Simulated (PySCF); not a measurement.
All values below come from PySCF 2.14.0 with PBE-D3(BJ)/def2-TZVP // PBE0-D4/def2-TZVP. Isolated molecules, 0 K electronic values unless said otherwise. One relaxed conformer stands for a flexible species; it need not be the lowest. Excitations are Tamm–Dancoff values on a coarser integration grid. The basis has no diffuse functions, so Rydberg states are missing or too high.

Reference species (SMILES): `C=NC(O)=O` (C–N–C–O torsion 65°, O–C–O–H torsion 0°) (neutral, multiplicity 1).

The S1 excitation (TDA) is 4.07 eV. The LUMO is -2.55 eV, the S1 oscillator strength is 0.002 and the HOMO comes out as -6.39 eV.

Changed species: `N#COCO`.

Problem. Give the shifts of the S1 excitation (TDA), LUMO, S1 oscillator strength and HOMO.

Solution. the S1 excitation (TDA) goes up by 2.66 eV, to 6.73 eV; the LUMO goes up by 1.92 eV, to -0.63 eV; the S1 oscillator strength increases by 0.012, to 0.014; the HOMO drops by 0.88 eV, to -7.27 eV.
